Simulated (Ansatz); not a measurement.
Ideal-gas functions of CH₅GaSe (`[CH3][GaH][SeH]`) at 298.15 K and 1 bar, from an Ansatz frequency run at PBE0-D4/def2-TZVP.

Molar mass 165.73 g/mol, point group C1 (symmetry number 1), electronic degeneracy 1, moments of inertia 38.833, 288.709, 324.412 u Å². Harmonic wavenumbers (cm⁻¹, unscaled): 20, 127, 258, 284, 456, 516, 581, 661, 706, 775, 1226, 1444, 1448, 1982, 2442, 3053, 3134, 3158.

Use S(trans) = R[1.5 ln M + 2.5 ln T − 1.1517]; rotational temperatures θ = 24.2544 K / I; S(rot) = R[ln(√π/σ · √(T³/θAθBθC)) + 1.5]; for each mode x = 1.438777 ν̃/T, S = R[x/(eˣ − 1) − ln(1 − e⁻ˣ)] and H = RT x/(eˣ − 1); 1 cm⁻¹ = 0.0119627 kJ/mol; R = 8.31446 J/(mol·K).

**Question.** By hand: the entropy, in J/(mol·K).

**Answer.** Translation 172.6. Rotation: θ = 0.6246, 0.084, 0.0748 K, giving 111.3. Vibration, mode by mode: 27.76, 12.51, 7.01, 6.32, 3.25, 2.59, 2.02, 1.49, 1.25, 0.96, 0.16, 0.06, 0.06, 0.01, 0.00, 0.00, 0.00, 0.00, in all 65.4. Electronic 0.0. Sum 349.3 J/(mol·K).

**Question.** By hand: H − E and G − E in kJ/mol, counted from the electronic energy.

**Answer.** Zero-point energy ½ × 22271 × 0.0119627 = 133.2; thermal vibration 9.2; translation, rotation and pV give 4 RT = 9.9. H − E = 152.3 kJ/mol, and G − E = 152.3 − 298.15 × 349.3/1000 = 48.2 kJ/mol.

Vibration gives 19 % of the entropy, 40.3 J/(mol·K) of it from the modes under 150 cm⁻¹: soft modes count most, and the harmonic formula is weakest for them. The sum counts one conformer and one mirror image; others add a mixing term.
